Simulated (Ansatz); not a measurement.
One geometry of Ga₃O₈H₇, a hydroxylated oxide cluster, several levels of theory.

```yaml
crystal:
  periodic: [false, false, false]
  atoms:
    - {symbol: Ga, position_ang: [1.352703, -0.703892, -1.027326]}
    - {symbol: Ga, position_ang: [-0.057467, -0.633729, 1.498905]}
    - {symbol: Ga, position_ang: [-1.289351, 1.176568, -0.335039]}
    - {symbol: O, position_ang: [1.854433, -2.421204, -1.285641]}
    - {symbol: O, position_ang: [-3.082360, 1.311848, -0.511272]}
    - {symbol: O, position_ang: [-0.210079, 2.384268, -1.168939]}
    - {symbol: O, position_ang: [-0.478525, -0.553168, -0.357707]}
    - {symbol: O, position_ang: [-0.612770, -1.687463, 2.840219]}
    - {symbol: O, position_ang: [1.829857, 0.679994, -2.059165]}
    - {symbol: O, position_ang: [1.769896, -0.550061, 0.961466]}
    - {symbol: O, position_ang: [-0.756597, 1.143281, 1.607107]}
    - {symbol: H, position_ang: [2.072619, -2.581888, -2.221298]}
    - {symbol: H, position_ang: [-3.485897, 0.430925, -0.624939]}
    - {symbol: H, position_ang: [-0.717730, 2.972623, -1.757437]}
    - {symbol: H, position_ang: [-0.456334, -2.633311, 2.662252]}
    - {symbol: H, position_ang: [1.218251, 1.433726, -1.853558]}
    - {symbol: H, position_ang: [2.429588, -1.170870, 1.322566]}
    - {symbol: H, position_ang: [-1.380266, 1.402362, 2.309809]}
basis:
  gaussian: {orbitals: def2-TZVP, initial_orbitals: start.molden}
hamiltonian: {xc: {name: r2SCAN0}, dispersion: d4}
scf: {omitted_lower_state_checks: [starts]}
output: {orbitals: {seedname: orbitals}}
```

The file start.molden holds the orbitals of an earlier run on this structure, at another level or in another basis.

```sh
$ ansatz run in.yaml --threads 4 --pin off --events-out ev --progress --plain --max-ram 6963MiB
```

It prints (some lines left out):

```
Functional definition: r2SCAN0
2755 factors; their error is unknown
mean field evaluation 1: about -173627.9335 eV, gradient 1.2e1 eV
mean field evaluation 2: about -173628.0402 eV, gradient 1.4e-1 eV
mean field evaluation 4: about -173628.6221 eV, gradient 4.0e-4 eV
mean field -173628.62212523 eV, -6380.7341733950 hartree, gradient 2.6e-5 eV, S^2 0.000000; 0 other end points of the search recorded, 0 dependent functions left out
reference -173628.62213919 eV, -6380.7341739080 hartree; 82, 82 occupied and 352, 352 virtual orbitals, 2755 factors
Total energy: -173628.82784274 eV, -6380.7417333742 hartree
Checks for a lower state left out: starts
```

It took 46 s on 4 threads of Arm Neoverse V1 on a shared host, peak host memory 3 GiB.

First input, but with `gaussian: {orbitals: def2-SVP, initial_orbitals: start.molden}`, `hamiltonian: {xc: pbe, dispersion: d4}` (abridged; 6 s):

```
Functional definition: PBE
mean field -173560.29018015 eV, -6378.2230207306 hartree, gradient 2.5e-5 eV, S^2 0.000000
Total energy: -173560.95313895 eV, -6378.2473840169 hartree
Checks for a lower state left out: starts
```

As the first input, with `gaussian: {orbitals: def2-SVP, initial_orbitals: start.molden}`, `hamiltonian: {xc: pbe0, dispersion: d4}` (abridged; 11 s):

```
Functional definition: PBE0
mean field -173563.37362450 eV, -6378.3363352204 hartree, gradient 2.8e-5 eV, S^2 0.000000
Total energy: -173563.95004136 eV, -6378.3575181494 hartree
Checks for a lower state left out: starts
```

Geometry: PBE-D4/def2-SVP.
